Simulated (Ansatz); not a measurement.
Z-matrix (Å, degrees):
```
C
H 1 1.0957
H 1 1.0974 2 106.55
C 1 1.5262 2 109.78 3 119.67
H 4 1.0916 1 110.27 2 63.74
H 4 1.0937 5 106.85 1 -120.56
H 4 1.0962 5 108.01 6 -115.29
Si 1 1.9101 2 107.85 3 -116.48
O 8 1.5606 1 115.88 2 -64.17
H 8 1.5236 9 116.67 1 -120.30
H 8 1.5260 10 101.91 9 127.52
```
Charge -1, spin multiplicity 1.

Level of theory: frozen-core CCSD(T)/def2-TZVPD // CAM-B3LYP-D3(BJ)/def2-TZVPD in Ansatz (a quantum-chemistry and plane-wave program).

The HF energy is -443.72261 Ha and the MP2 correlation energy is -0.72758 Ha.

Problem. Estimate the CCSD correlation energy, the (T) correction, the total energy and the T1 diagnostic.

Solution. 
```yaml
CCSD correlation energy: -0.76679 Ha
"(T) correction": -0.03060 Ha
CCSD(T) total energy: -444.51999 Ha
T1 diagnostic: 0.014
```
